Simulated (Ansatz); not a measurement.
AgI, charge -1, doublet, at a GFN2-xTB geometry (such geometries of metal compounds can be far from the true shape) (the multiplicity is a formal guess) (core potentials on Ag, I) (a gas-phase anion, which may not be bound at this level); PBE/def2-SVPD (Ansatz, an electronic-structure program).

Here is a job for Ansatz.
Ansatz 0.2 input:
```yaml
crystal:
  periodic: [false, false, false]
  atoms:
    - {symbol: Ag, position_ang: [-0.00000000, -0.00000000, -1.61329523]}
    - {symbol: I, position_ang: [0.00000000, 0.00000000, 1.43065803]}
basis:
  gaussian:
    orbitals: def2-SVPD
hamiltonian:
  xc: pbe
total_charge: -1
magnetization: {spin_polarized: true, initial_magnetization: 1}
```

The log (banner, timings and long lists left out):

```
Functional definition: PBE
661 factors; their error is unknown
mean field evaluation 1: about -12099.6099 eV, gradient 2.5e1 eV
mean field evaluation 2: about -12092.9685 eV, gradient 3.9e1 eV
mean field evaluation 4: about -12102.4510 eV, gradient 2.0e0 eV
mean field evaluation 8: about -12102.4790 eV, gradient 1.3e-2 eV
mean field evaluation 16: about -12102.4678 eV, gradient 4.0e-5 eV
mean field -12102.46782787 eV, -444.7574893268 hartree, gradient 4.0e-5 eV, S^2 0.751770; 0 other end points of the search recorded, 0 dependent functions left out
reference -12102.46786158 eV, -444.7574905656 hartree; 23, 22 occupied and 46, 47 virtual orbitals, 661 factors
Total energy: -12102.46786158 eV, -444.7574905656 hartree
```
